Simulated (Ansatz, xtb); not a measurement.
# CFSiSn: where a starting geometry ends

The starting geometry of this gas-phase doublet has its atoms placed at random.

```xyz
4

C     0.0368    1.4641   -0.2904
F     1.2803    0.2161    0.7582
Si    1.6277   -0.4027   -0.7586
Sn   -1.0260    0.7973    1.2436
```

Task: One run relaxed it with r2SCAN-D4/def2-SVP. What is a likely outcome?

Result: It ends as a structure given below by its coordinates. Contacts that close: C1–Si3 (2.50 → 1.81 Å).

The energy falls by 3.32 eV over 12 steps:

```json
{"step": "1", "E − E(last) (eV)": "3.317"}
{"step": "2", "E − E(last) (eV)": "1.642"}
{"step": "3", "E − E(last) (eV)": "0.400"}
{"step": "5", "E − E(last) (eV)": "0.026"}
{"step": "6", "E − E(last) (eV)": "0.010"}
{"step": "7", "E − E(last) (eV)": "0.004"}
{"step": "8", "E − E(last) (eV)": "0.002"}
{"step": "10", "E − E(last) (eV)": "0.000"}
{"step": "11", "E − E(last) (eV)": "0.000"}
{"step": "12", "E − E(last) (eV)": "0.000"}
```

Final geometry (Å):

```yaml
atoms:
  - { symbol: C, position_ang: [-0.0037, 1.2015, -0.6106] }
  - { symbol: F, position_ang: [1.3656, -0.0438, 1.0681] }
  - { symbol: Si, position_ang: [1.4067, 0.0697, -0.7286] }
  - { symbol: Sn, position_ang: [-0.8498, 0.8475, 1.2240] }
```

From the same start GFN2-xTB reaches the same bonding as this run.

From so rough a start the end depends on the optimiser's path, so another program may land elsewhere. No frequencies were run, so the end isn't proven a minimum. Open shells are spin-unrestricted. Atoms past krypton carry core potentials, without spin–orbit terms. Run with Ansatz 0.2.0, 3.2 min on 1 thread of Intel(R) Xeon(R) Processor @ 2.50GHz (Skylake/Cascade Lake), with other jobs on the host.
